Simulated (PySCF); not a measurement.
C₂H₆F₂Si. Atoms are numbered in the order given.

```xyz
11

C      1.9491    -0.5559    -0.6547
Si     0.3839     0.3486    -0.2009
F      0.5547     0.9602     1.3042
C     -1.0794    -0.8452    -0.1862
F     -2.2684    -0.1525     0.0004
H      2.8195     0.1162    -0.5939
H      1.8946    -0.9469    -1.6839
H      2.1271    -1.4033     0.0267
H      0.0924     1.4870    -1.1105
H     -1.1348    -1.4021    -1.1410
H     -0.9690    -1.5950     0.6190
```

Coordinates come from a ωB97X-D3(BJ)/def2-SVP optimisation. The structure was generated by enumeration; whether it is a known compound was not checked. The values are those of a single conformer.

The numbers are results of PySCF with PBE/def2-TZVP, not measurements.

Gas-phase values at a fixed geometry.

Task: Estimate the frontier levels, gap, dipole moment and polarisability. (Estimate from the structure and the level; the computed values follow.)

Result: 
```yaml
highest_occupied_level: -7.03 eV
lowest_empty_level: -0.37 eV
orbital_gap: 6.65 eV
dipole_moment: 2.92 D
quadrupole, principal values (traceless, Buckingham form, about the centre of nuclear charge): -3.18, -0.24, 3.43 D·Å
mean_static_polarisability: 51.3 bohr³ (7.61 Å³)
polarisability_principal_values: 46.0, 50.8, 57.3 bohr³
```
